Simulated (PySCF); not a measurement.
Excitations are Tamm–Dancoff values on a coarser integration grid. The basis has no diffuse functions, so Rydberg states are missing or too high.

Cartesian coordinates (Å):
```xyz
8

C      1.0744    -0.0836    -0.1045
O     -0.0079    -0.8408     0.4350
C     -1.0743     0.0540     0.1221
S      0.0135     1.3103    -0.6687
H      1.5731    -0.6102    -0.9237
H      1.7965     0.2028     0.6660
H     -1.7947    -0.3946    -0.5686
H     -1.5786     0.4189     1.0218
```
Charge 0, spin multiplicity 1.

Q: What HOMO–LUMO gap, HOMO and S1–T1 gap (TDA) does PBE-D3(BJ)/def2-TZVP // r2SCAN-D4/def2-TZVP (PySCF) give?

A: 
```
Property           Result
---------------  --------
HOMO–LUMO gap     3.85 eV
HOMO             -5.35 eV
S1–T1 gap (TDA)   0.47 eV
```
